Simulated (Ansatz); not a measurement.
`O[BH][AlH2]` + `[OH][GaH2]` → `[AlH2][O][GaH2]` + `BO` at 298.15 K and 1 bar (cleavage of the Al–B bond).

Computed with Ansatz on PBE0-D4/def2-TZVP structures; ΔE is electronic, products minus reactants. CCSD(T)/CBS adds triple-zeta CCSD(T) − MP2 to the extrapolated MP2 energy (def2 sets, frozen cores). This one scheme is used for every species. For Ga outer-core shells are correlated without core-valence functions, which leaves a few kJ/mol of doubt a bond. Scalar relativity is left out up to krypton. Each species was taken in one conformer, which may not be the lowest.

| species | CCSD(T)/CBS energy (Eh) | H − E (kJ/mol) | S (J/(mol·K)) |
| --- | --- | --- | --- |
| `O[BH][AlH2]` | -344.38728 | 121.5 | 296.2 |
| `[OH][GaH2]` | -2000.92981 | 82.7 | 263.1 |
| `[AlH2][O][GaH2]` | -2243.58748 | 99.5 | 328.0 |
| `BO` | -101.80414 | 103.5 | 230.4 |

H − E and S are ideal-gas, rigid-rotor, harmonic terms from PBE0-D4/def2-TZVP, for one conformer and one mirror image of each species. 1 Eh = 2625.50 kJ/mol, R = 8.31446 J/(mol·K).

Question: By hand: ΔE, ΔH, ΔS and ΔG.

Answer: ΔE = (-2243.58748) + (-101.80414) − (-344.38728) − (-2000.92981) = -0.07453 Eh = -195.7 kJ/mol. Δ(H − E) = 99.5 + 103.5 − 121.5 − 82.7 = -1.2, so ΔH = -196.9 kJ/mol. ΔS = 328.0 + 230.4 − 296.2 − 263.1 = -0.9 J/(mol·K). ΔG = -196.9 − 298.15 × (-0.9)/1000 = -196.6 kJ/mol.

Question: By hand: the equilibrium constant, and the temperature at which ΔG would vanish if ΔH and ΔS stayed fixed.

Answer: log₁₀ K = −ΔG/(RT ln 10) = 34.4. ΔG = 0 at ΔH/ΔS = 218778 K, far beyond where these terms or the molecules hold.

The number of gas molecules stays the same, so ΔS is small and ΔH decides. A doubt of 5 kJ/mol in ΔE shifts log₁₀ K by 0.9 here. Other conformers and mirror images would add mixing entropy, several J/(mol·K) or more a flexible species. These are equilibria of isolated gas molecules and say nothing of rates. Largest T1 diagnostic: 0.015 (customary marks: 0.02 for closed shells, 0.045 for open ones).
